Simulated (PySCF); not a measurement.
**Relaxation of singlet H₂NbN**

Method: PBE0 in PySCF with Nb def2-TZVP with ECP28, N def2-TZVP, H def2-TZVP; scalar-relativistic core potentials, no spin–orbit coupling; density-fitted integrals. A (50,194) grid was used.

A hand-made trigonal pyramidal start, of Cs symmetry, held to at least that symmetry:

```xyz
4
charge 0 multiplicity 1, angstrom
Nb    0.0977    0.1692   -0.1272
N    -0.7190   -1.2454    0.7413
H     1.6781    0.1692    0.7132
H    -0.6926    1.5379    0.7132
```

Optimiser trace:
```tsv
step	E − E(last) (kJ/mol)	largest gradient (Eh/bohr)
0	89.18	0.11091
1	2.95	0.00353
2	1.75	0.00329
3	0.14	0.00324
4	0.02	0.00130
5	0.00	0.00041
6	0.00	0.00014
```

It ends at Cs with Nb–H 1.779 Å (×2), Nb–N 1.646 Å; H–Nb–H 112.0°, H–Nb–N 100.0° (×2). A frequency run shows a minimum.

The relaxation took about 20 core-seconds on a shared host.
